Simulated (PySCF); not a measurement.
C₈H₁₀P (charge +1).
Geometry (PBE0-D3(BJ)/def2-SVP, Å), atoms numbered from 1 in this order:
```xyz
19
C8H10P angstrom
C      3.703    0.430   -1.099
C      2.868   -0.103   -0.405
C      1.825   -0.732    0.381
P      0.261   -0.678   -0.562
C     -0.231    0.988   -0.908
C     -1.436    1.437   -0.525
C     -2.494    0.667    0.184
C     -2.212   -0.746    0.551
C     -1.092   -1.440    0.292
H      4.468    0.897   -1.698
H      2.052   -1.790    0.601
H      1.649   -0.216    1.340
H      0.553   -1.369   -1.762
H      0.487    1.630   -1.425
H     -1.684    2.480   -0.753
H     -3.420    0.696   -0.423
H     -2.785    1.220    1.097
H     -3.016   -1.263    1.087
H     -0.986   -2.484    0.602
```

Mulliken charges (e) from the PBE0/pcSseg-1 density (PySCF), one withheld:

```
atom      bonded to   charge
  C1         C2 H10  -0.2589
  C2          C1 C3  +0.0939
  C3  C2 P4 H11 H12  -0.3222
  P4   C3 C5 C9 H13  +0.7454
  C5      P4 C6 H14  -0.3805
  C6      C5 C7 H15  -0.0711
  C7  C6 C8 H16 H17        ?
  C8      C7 C9 H18  -0.0683
  C9      C8 P4 H19  -0.4040
 H10             C1  +0.1058
 H11             C3  +0.2274
 H12             C3  +0.2270
 H13             P4  +0.1695
 H14             C5  +0.1925
 H15             C6  +0.1710
 H16             C7  +0.2111
 H17             C7  +0.2078
 H18             C8  +0.1715
 H19             C9  +0.1860
```

Question: What is the charge on C7?

Answer: The charges add up to the total charge, 1. The others sum to +1.2039, which leaves -0.2039 e for C7 (allylic carbon); the computed value is -0.2040, the difference coming from rounding.

Question: Add each hydrogen's charge to the atom that carries it.

Answer: C1 -0.1531, C3 +0.1322, P4 +0.9149, C5 -0.1880, C6 +0.0999, C7 +0.2149, C8 +0.1032, C9 -0.2180. Atoms without hydrogen keep their charges.

Question: Across which bond do the charges differ most?

Answer: P4–C9: +0.7454 on P4 against -0.4040 on C9, a difference of 1.1494 e. The lower charge is on the more electronegative element of the two (Pauling values: C 2.55, P 2.19).

Question: Take the bonds between elements whose Pauling electronegativities differ by more than 0.25. In how many does the more electronegative atom carry the lower charge?

Answer: In 12 of 12.

Question: How much positive and how much negative charge does this set hold in all?

Answer: +2.7089 e on 12 atoms and -1.7090 e on 7.

The Mulliken scheme counts on each atom the diagonal of the density matrix times the overlap matrix over that atom's basis functions. One conformer (not necessarily the lowest) at the PBE0-D3(BJ)/def2-SVP geometry, without solvent, vibrations or thermal averaging.

The run behind these numbers computed NMR shieldings as well. Hardware: an Arm Neoverse V2 with one thread (shared host). Cost: 32 s, 0.97 GiB resident at most.
